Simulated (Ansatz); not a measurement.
Molecule: LiCl, net charge 0, singlet state. 
Structure (B3LYP-D3(BJ)/def2-TZVP (Ansatz, an electronic-structure program) minimum search):
SMILES: [Cl][Li]
```xyz
2

Li     0.0000     0.0000    -1.7146
Cl     0.0000     0.0000     0.3026
```
Charge 0, spin multiplicity 1.

Computed values are from Ansatz. Cores are frozen in the correlated levels unless marked. UHF or UKS for open shells. Spin-orbit coupling is left out. No relativistic terms. CBS marks a two-point X^-3 extrapolation of the correlation energy; Hartree-Fock from the larger set.

```
Quantity                                                              Value
---------------------  ----------------------------------------------------
atomisation energy De  474.7 kJ/mol at CCSD(T)/CBS(def2-TZVPPD,def2-QZVPPD)
total energy           -467.3213 Eh at CCSD(T)/CBS(def2-TZVPPD,def2-QZVPPD)
dipole moment                                   7.22 D at CCSD(T)/def2-SVPD
T1 diagnostic                                     0.005 at CCSD/def2-QZVPPD
```
